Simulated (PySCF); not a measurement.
## [Ce(H2CO)]3+ at several levels of theory

Computed with PySCF 2.14.0 (density fitting, no spin-orbit coupling) at the geometry relaxed with PBE0:

```xyz
5
[Ce(H2CO)]3+ (singlet in the valence; each metal's 4f electrons, 1 of them, lie in its core potential, out of spins and levels)
Ce    0.0000    0.0000   -0.2868
O     0.0000    0.0000    1.9066
C     0.0000    0.0000    3.1702
H     0.9692    0.0000    3.7164
H    -0.9692    0.0000    3.7164
```

| level | basis | state | HOMO (eV) | gap (eV) | charge on Ce1 (e) | population of f-type functions on Ce1 (polarisation alone where 4f lies in the core) | dipole about the centre of mass (D) | largest force component (eV/Å) |
| --- | --- | --- | --- | --- | --- | --- | --- | --- |
| PBE0 | Ce lcecp-1-SVP with ECP47, O def2-SVP, C def2-SVP, H def2-SVP | singlet | -24.61 | 5.61 | 2.51 | 0.03 | 3.62 | 0.00 |
| TPSSh | the same | singlet | -23.89 | 4.50 | 2.49 | 0.03 | 3.75 | 0.60 |
| CAM-B3LYP | the same | singlet | -25.96 | 8.07 | 2.51 | 0.03 | 3.44 | 0.13 |

In the lcecp rows the 4f levels are missing from HOMO and gap, and the state counts the valence alone.

Charges are Mulliken's, which hang on the basis. The relaxation used the grid (50, 194), these runs (75, 302) or, all-electron (x2c bases, spin-free X2C Hamiltonian), (99, 590).

Question: What does PBE0 with Ce lcecp-1-TZVP with ECP47, O def2-TZVP, C def2-TZVP, H def2-TZVP give here?

Answer: state singlet, HOMO (eV) -24.59, gap (eV) 5.66, charge on Ce1 (e) 2.57, population of f-type functions on Ce1 (polarisation alone where 4f lies in the core) 0.04, dipole about the centre of mass (D) 3.68, largest force component (eV/Å) 0.37. Time: 5.9 s on 2 threads of Arm Neoverse V2, on a shared host, from free ions and atoms.

In the first row's basis the gap widens with exact exchange: 4.5 to 5.6 eV for TPSSh, PBE0 (a fixed share); 8.1 eV for CAM-B3LYP (rising or full at long range).

An lcecp potential fixes the number of 4f electrons, so in runs with it no electron can move into or out of that shell.
